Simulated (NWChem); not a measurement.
# CH₂O₃Si; SMILES O1[SiH2]OC1=O

```xyz
7

O      0.0000     0.0000     2.0783
C      0.0000     0.0000     0.8868
O      0.0000     1.1006     0.0308
Si     0.0000     0.0000    -1.3013
O      0.0000    -1.1006     0.0308
H     -1.2519     0.0000    -2.1109
H      1.2519     0.0000    -2.1109
```
Atoms are numbered in this order, from 1.

Program: NWChem. Pople sets run with spherical d functions. Structure relaxed at the PBE-D3(BJ)/def2-SVP level. Total energies of different functionals are on different scales.

```csv
level,energy (Ha),highest occupied level (eV),orbital gap (eV),dipole (D)
B3LYP/6-31G*,-554.5215,-8.45,7.15,4.70
PBE/6-31G*,-554.0844,-7.10,5.16,4.37
PW6B95/6-31G*,-555.0666,-8.94,7.82,4.73
KT2/6-31G*,-560.9381,-7.28,5.25,4.41
OLYP/6-31G*,-554.4352,___,5.18,4.38
B97-D/6-31G*,-554.3361,-7.13,5.33,4.48
TPSS/6-31G*,-554.5661,-7.21,5.44,4.42
```

Q: Some entries are withheld; supply them.

A: 
- OLYP/6-31G*, highest occupied level (eV): -6.96
